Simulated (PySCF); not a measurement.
Polarisability and C₆ of Xe²⁺ (xenon, charge +2)

[Kr] 4d10 5s2 5p4, high-spin 3P determinant. Computed with PySCF 2.14 in x2c-QZVPPall with one added diffuse shell each of s, p, d, f type (14s10p8d5f1g, 128 functions), with scalar relativity by spin-free X2C-1e. Coupled (time-dependent) response in atomic units; α is the mean over directions.

| method | mean α (bohr³) | α xx, yy, zz | C₆ (like pair) | S(−4) |
| --- | --- | --- | --- | --- |
| PBE0 | 12.75 | 12.69, 12.87, 12.69 | 91.83 | 27.10 |
| B3LYP | 12.77 | 12.68, 12.93, 12.68 | 91.82 | 27.33 |

S(−4) is the Cauchy moment in α(ω) = α(0) + S(−4) ω² + …

Spin-orbit coupling is absent.

α(iu) at B3LYP:

```tsv
u (hartree)	α(iu) (bohr³)
0	12.77
0.0500	12.70
0.100	12.50
0.200	11.77
0.300	10.74
0.500	8.483
0.750	6.155
1.00	4.572
1.50	2.817
2.00	1.954
3.00	1.149
5.00	0.5615
```

A single London oscillator, α(iu) = α/(1 + u²/ω²), gives C₆ = (3/4) ω α². Matching the computed C₆ needs ω = 4 × 91.82 / (3 × 12.77²) = 0.751 hartree.

For an ion, C₆ is the dispersion term alone; charge-induced terms of lower order in 1/R come first.

The components differ because the open shell of this determinant is not spherical; for a pure term their mean is the scalar polarisability.
